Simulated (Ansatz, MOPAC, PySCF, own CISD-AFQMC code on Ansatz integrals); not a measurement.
Constitutional and geometric isomers with formula CH6B2. All species are isolated molecules in the gas phase. One relaxed conformer stands for each flexible species; it need not be the lowest. Strings in code marks are SMILES.

Quantity: electronic energy of isomers of CH6B2 relative to `BCB`, in eV. AFQMC values (own CISD-AFQMC code on Ansatz (a quantum-chemistry and plane-wave program) integrals) carry a statistical error of up to ±0.010 eV (one standard error) and the bias of the phaseless constraint. Semi-empirical values (MOPAC) are differences of heats of formation.

Level 1: composite: frozen-core CCSD(T) with HF/cc-pVQZ and the correlation energy extrapolated as X^-3 from cc-pVTZ and cc-pVQZ, plus phaseless AFQMC minus CCSD(T) in cc-pVDZ // PBE0-D3(BJ)/def2-TZVP (Ansatz)
Level 2: frozen-core phaseless AFQMC with a CISD trial state/cc-pVDZ // PBE0-D3(BJ)/def2-TZVP (own CISD-AFQMC code on Ansatz integrals)
Level 3: PBE-D3(BJ)/def2-TZVP // PBE0-D3(BJ)/def2-TZVP (PySCF)
Level 4: PM6 // PBE0-D3(BJ)/def2-TZVP (MOPAC)

```csv
species,level 2,level 3,level 4
`BBC`,0.279,0.162,0.419
```

Problem. What does level 1 give for each?

Solution. 
- `BBC`: 0.260
